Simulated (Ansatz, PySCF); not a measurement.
Energy difference R1 → 2 P1, each structure at its B3LYP-D3(BJ)/def2-TZVP stationary point, reached from a drawn start (curvature not checked).
R1, H4Sn2 (SMILES [SnH2]=[SnH2]) (charge 0, multiplicity 1):
```xyz
6

Sn    -1.3587     0.0000     0.0836
Sn     1.3587     0.0000    -0.0836
H     -2.0929    -1.3507    -0.7226
H     -2.0929     1.3507    -0.7226
H      2.0929    -1.3507     0.7226
H      2.0929     1.3507     0.7226
```
P1, H2Sn (SMILES [SnH2]) (charge 0, multiplicity 1, Z-matrix in Å and degrees):
```
Sn
H 1 1.7804
H 1 1.7804 2 90.56
```

P less R. No zero-point or thermal terms; no spin–orbit coupling.

Correlated levels freeze the cores. In cc and def2 sets filled d and f shells under p-block atoms count as core. CBS(a, b) extrapolates the correlation energy as X⁻³ and adds the Hartree–Fock energy of set b.

Programs: Ansatz (Gaussian orbitals); PySCF for the D3/D4 terms. All values are computed, each at the level named. Elements past Kr take the def2 small-core potentials, without spin–orbit coupling.

PBE/def2-TZVPP gives 32.62 kcal/mol for the reaction energy.

Problem. How do the other levels lie against it? Give each less PBE: PBE-D3(BJ)/def2-TZVPP, r2SCAN/def2-TZVPP, B3LYP/def2-TZVPP, wB97M-V/def2-TZVPP, B2PLYP/def2-TZVPP, MP2/CBS(def2-TZVPP, def2-QZVPP), CCSD(T)/CBS(def2-TZVPP, def2-QZVPP).

Solution. PBE-D3(BJ)/def2-TZVPP 1.32; r2SCAN/def2-TZVPP 2.44; B3LYP/def2-TZVPP -7.05; wB97M-V/def2-TZVPP -6.62; B2PLYP/def2-TZVPP -5.27; MP2/CBS(def2-TZVPP, def2-QZVPP) -1.45; CCSD(T)/CBS(def2-TZVPP, def2-QZVPP) -1.27 kcal/mol. 2 of 7 lie above PBE; the widest gap is to B3LYP/def2-TZVPP.

Ansatz is an electronic-structure program.
